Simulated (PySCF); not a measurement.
Compound: C5H7F3O.
SMILES with atom numbers: `[CH3:1][CH2:2][CH2:3][C:4](=[O:5])[C:6]([F:7])([F:8])[F:9]` (hydrogens: H10, H11, H12 on C1; H13, H14 on C2; H15, H16 on C3)

Method: PySCF 2.14.0, PBE0-D3(BJ)/def2-SVP geometry optimisation, gas phase; density fitting, grid level 1; the optimiser is geomeTRIC in internal coordinates, started from a GFN2-xTB structure with every atom displaced at random (about 0.01 Å).

Step 0: E = -15469.4935 eV
```
atom  x, y, z in Å  |  force x, y, z in eV/Å
C1     -2.4299   -0.0310    0.2172   -0.470   1.081  -0.156
C2     -1.2294   -0.4507   -0.5750    0.222   0.662   0.006
C3      0.0362    0.1348    0.0126    0.864  -0.262  -0.421
C4      1.3105   -0.2798   -0.7362   -1.308   0.130   0.188
O5      1.3321   -0.9932   -1.7042    0.375   0.372   0.490
C6      2.5805    0.3246   -0.1200    2.022   0.145   0.286
F7      2.7428   -0.0648    1.1620   -0.424  -0.097  -0.561
F8      3.6955   -0.0386   -0.7808   -0.963   0.219   0.272
F9      2.5397    1.6683   -0.0936   -0.304  -0.496  -0.290
H10    -2.3865   -0.3371    1.2584    0.078  -0.235   0.484
H11    -2.5518    1.0759    0.2138    0.089  -0.318   0.036
H12    -3.3435   -0.4281   -0.2166   -0.424  -0.265  -0.120
H13    -1.3412   -0.1126   -1.6197    0.097  -0.211   0.019
H14    -1.1682   -1.5316   -0.5648    0.185  -0.644  -0.243
H15     0.1734   -0.1866    1.0633   -0.010   0.120  -0.039
H16     0.0189    1.2450    0.0326   -0.029  -0.203   0.047
```

Step 1: E = -15469.5719 eV
```
atom  x, y, z in Å  |  force x, y, z in eV/Å
C1     -2.4875   -0.0386    0.1749   -0.038   0.091   0.010
C2     -1.2089   -0.4332   -0.5407   -0.060   0.012   0.186
C3      0.0371    0.1731    0.0846    0.020  -0.070  -0.114
C4      1.2788   -0.2254   -0.6557    0.330   0.037  -0.018
O5      1.3086   -0.9280   -1.6290   -0.188   0.024   0.095
C6      2.6428    0.3186   -0.1289   -0.750  -0.404  -0.510
F7      2.8707   -0.1241    1.1075    0.134   0.112   0.053
F8      3.5932   -0.1047   -0.9369    0.380   0.181   0.248
F9      2.6326    1.6515   -0.1154    0.122   0.063   0.139
H10    -2.4831   -0.3539    1.2304    0.001  -0.016  -0.004
H11    -2.6336    1.0526    0.1567    0.001   0.041   0.032
H12    -3.3670   -0.4878   -0.3077   -0.017  -0.049   0.011
H13    -1.2620   -0.1240   -1.5960    0.046  -0.077  -0.033
H14    -1.1011   -1.5311   -0.5403    0.012   0.061  -0.097
H15     0.1595   -0.1286    1.1411    0.008   0.013  -0.004
H16    -0.0012    1.2783    0.1045   -0.001  -0.020   0.007
```

Problem. Estimate the geometry and energy of step 2. (The exact step hangs on the optimiser's Hessian estimate; all steps are aligned on step 1, rigid shifts and turns removed.)

Solution. E = -15469.6020 eV, largest force 0.291 eV/Å
```
atom  x, y, z in Å  |  force x, y, z in eV/Å
C1     -2.4781   -0.0205    0.1953    0.002   0.034  -0.024
C2     -1.2227   -0.4419   -0.5510    0.026   0.038   0.066
C3      0.0445    0.1472    0.0455    0.021   0.020   0.018
C4      1.2889   -0.2499   -0.6924    0.144  -0.012  -0.063
O5      1.3175   -0.9569   -1.6614    0.051   0.012   0.027
C6      2.6240    0.3170   -0.1318    0.058   0.042   0.046
F7      2.8206   -0.1049    1.1180   -0.099  -0.206   0.179
F8      3.6635   -0.0440   -0.8582   -0.075  -0.073  -0.115
F9      2.5839    1.6499   -0.0881   -0.137   0.187  -0.120
H10    -2.4505   -0.3377    1.2499    0.004  -0.009  -0.001
H11    -2.6065    1.0743    0.1840    0.015  -0.012   0.004
H12    -3.3773   -0.4598   -0.2614    0.005  -0.013   0.007
H13    -1.2877   -0.1408   -1.6082   -0.002  -0.023  -0.026
H14    -1.1307   -1.5394   -0.5582   -0.012  -0.010  -0.031
H15     0.1765   -0.1499    1.1019    0.001   0.019   0.012
H16     0.0132    1.2519    0.0650   -0.003   0.005   0.020
```

The energy changes by -0.0301 eV. The first-order estimate −F·Δx gives -0.0738 eV and the mean of the old and new forces, exact on a quadratic surface, -0.0304 eV. The step makes an angle of 73° with the force vector and moves no atom by more than 0.122 Å.

The cost below is that of the whole optimisation. On one thread, Intel Xeon Platinum 8488C (x86_64), shared host with 192 logical CPUs at a one-minute load of 104, this took 88 s and 0.65 GiB of memory at its peak.
